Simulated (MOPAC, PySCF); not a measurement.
H2F3NSi, SMILES `N[Si](F)(F)F`, neutral singlet in the gas phase. 

Cartesian coordinates (Å):
```xyz
7

N      1.0461     0.0265    -0.1223
Si    -0.6230    -0.0026     0.0228
F     -1.2091     1.4274    -0.3052
F     -1.1824    -0.3778     1.4564
F     -1.2230    -1.0784    -0.9665
H      1.6002     0.8133     0.1714
H      1.5912    -0.8085    -0.2566
```
Charge 0, multiplicity 1.

All levels are single points at this geometry (B3LYP-D3(BJ)/def2-TZVP); Pople sets use spherical d functions. Orbital energies aren't observables, and empty levels follow the basis.

B3LYP-D3(BJ)/def2-TZVP in PySCF gives dipole (D) = 2.88.

Task: Estimate the dipole (D) from each of these levels: BP86/6-31G* in PySCF; M06-2X/6-31G* in PySCF; SVWN5/6-31G* in PySCF; HF/6-31G* in PySCF; PM6 in MOPAC.

Result: 
```tsv
level	dipole (D)
BP86/6-31G* in PySCF	2.84
M06-2X/6-31G* in PySCF	2.94
SVWN5/6-31G* in PySCF	2.94
HF/6-31G* in PySCF	3.09
PM6 in MOPAC	3.40
```
